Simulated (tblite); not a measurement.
Species: C4HBrNP3.
SMILES with atom numbers: `[N:1]#[C:2][c:3]1[p:4][cH:5][p:6][c:7]([Br:8])[p:9]1` (hydrogens: H10 on C5)

Calculated harmonic vibrations of the isolated species, GFN2-xTB (tblite), most abundant isotopes, no scaling. Against measured fundamentals such values can be off by several per cent, at times by over 20.

Harmonic wavenumbers (cm⁻¹): 58.4, 66.1, 99.5, 165.7, 187.0, 195.9, 268.3, 274.2, 343.6, 389.5, 494.0, 514.9, 524.5, 557.8, 732.3, 734.2, 755.6, 875.9, 1044.2, 1079.1, 1109.6, 1250.6, 2335.1, 2988.6.

A = 1346, B = 452.6, C = 338.7 MHz; mass 234.851 u (most abundant isotopes); point group Cs, symmetry number 1.

Question: Zero-point energy?

Answer: Half the sum of the wavenumbers: 8522 cm⁻¹ = 24.37 kcal/mol.

Question: What is S at 298.15 K and 1 bar for an ideal gas of classical rigid rotors and harmonic oscillators?

Answer: Translation 42.29, rotation 31.72, vibration 28.13: S = 102.1 cal/(mol K).

Question: And Cp and H(298.15 K) − H(0)?

Answer: Cp = 34.64 cal/(mol K), of which vibrations give 26.69 (their classical limit is 24 R = 47.7); H(298.15 K) − H(0) = 6.76 kcal/mol without the zero-point energy, 4.39 from vibrations.

Question: Blend soft modes into free rotors: weight 1/[1 + (100 cm⁻¹/ν̃)⁴] for the oscillator and the rest for a rotor with moment μB/(μ + B), μ = h/(8π²ν), B = 10⁻⁴⁴ kg m². What vibrational entropy results?

Answer: 25.98 cal/(mol K) in place of 28.13, which changes −T·S at 298.15 K by +0.64 kcal/mol.

Question: Which modes carry the vibrational entropy at 298.15 K?

Answer: 58.4 cm⁻¹: 4.51; 66.1 cm⁻¹: 4.27; 99.5 cm⁻¹: 3.46; 165.7 cm⁻¹: 2.48; 187.0 cm⁻¹: 2.26; 195.9 cm⁻¹: 2.17 cal/(mol K); the other 18 give 8.98 together.

Hindered rotation and anharmonicity are outside this model.

The run took 0.79 s wall on Arm Neoverse N1, one thread, no GPU (shared host). The figure is for the frequency step alone.
